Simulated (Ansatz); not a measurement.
`[CH3][Ga]([Cl])[C]#N` → `[CH2]` (triplet) + `N#[C][GaH][Cl]` at 600 K and 1 bar (formal loss of a carbene).

Calculated with Ansatz (gas phase, PBE0-D4/def2-TZVP geometries, no zero-point term in ΔE). CCSD(T)/CBS is the MP2 limit (def2-TZVPP, def2-QZVPP) plus CCSD(T) − MP2 in def2-TZVPP, frozen cores. This one scheme is used for every species. Triplets are unrestricted, without spin–orbit coupling. For Ga outer-core shells are correlated without core-valence functions, which leaves a few kJ/mol of doubt a bond. Scalar relativity is left out up to krypton.

| species | CCSD(T)/CBS energy (Eh) | H − E (kJ/mol) | S (J/(mol·K)) |
| --- | --- | --- | --- |
| `[CH3][Ga]([Cl])[C]#N` | -2516.38895 | 176.4 | 459.3 |
| `[CH2]` (triplet) | -39.09499 | 66.5 | 220.8 |
| `N#[C][GaH][Cl]` | -2477.10934 | 84.2 | 380.5 |

H − E and S are ideal-gas, rigid-rotor, harmonic terms from PBE0-D4/def2-TZVP, with the whole ground term of open shells counted as degenerate. 1 Eh = 2625.50 kJ/mol, R = 8.31446 J/(mol·K).

By hand: ΔE, ΔH, ΔS and ΔG.

ΔE = (-39.09499) + (-2477.10934) − (-2516.38895) = 0.18462 Eh = 484.7 kJ/mol. Δ(H − E) = 66.5 + 84.2 − 176.4 = -25.7, so ΔH = 459.0 kJ/mol. ΔS = 220.8 + 380.5 − 459.3 = 142.0 J/(mol·K). ΔG = 459.0 − 600 × (142.0)/1000 = 373.8 kJ/mol.

By hand: the equilibrium constant, and the temperature at which ΔG would vanish if ΔH and ΔS stayed fixed.

log₁₀ K = −ΔG/(RT ln 10) = -32.5. ΔG = 0 at ΔH/ΔS = 3232 K, far beyond where these terms or the molecules hold.

The number of gas molecules changes by +1, which sets the sign of ΔS. A doubt of 5 kJ/mol in ΔE shifts log₁₀ K by 0.4 here. Modes under 60 cm⁻¹, often nearly free rotors, make the harmonic entropy too high. A triplet takes part, so the spin changes. These are equilibria of isolated gas molecules and say nothing of rates. Largest T1 diagnostic: 0.013 (customary marks: 0.02 for closed shells, 0.045 for open ones).
